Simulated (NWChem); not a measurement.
System: RbF; SMILES [F][Rb]

All runs: NWChem. The geometry was optimised at PBE-D3(BJ)/def2-SVP. def2 effective core potentials on Rb; no spin-orbit coupling. Total energies compare along this basis series because the functional is fixed.

| level | basis functions | energy (Ha) | highest occupied level (eV) | orbital gap (eV) | dipole (D) |
|---|---|---|---|---|---|
| PBE/def2-SVP | 38 | -123.7923 | -3.96 | 2.32 | 8.06 |
| PBE/def2-SVPD | 50 | -123.8217 | -4.52 | 2.99 | 8.77 |
| PBE/def2-TZVP | 64 | -123.9315 | -4.38 | 2.76 | 8.45 |
| PBE/def2-TZVPD | 73 | -123.9357 | -4.52 | 2.96 | 8.64 |
| PBE/def2-TZVPP | 71 | -123.9321 | -4.39 | 2.77 | 8.46 |
| PBE/def2-QZVP | 106 | -123.9413 | -4.52 | 2.95 | 8.50 |
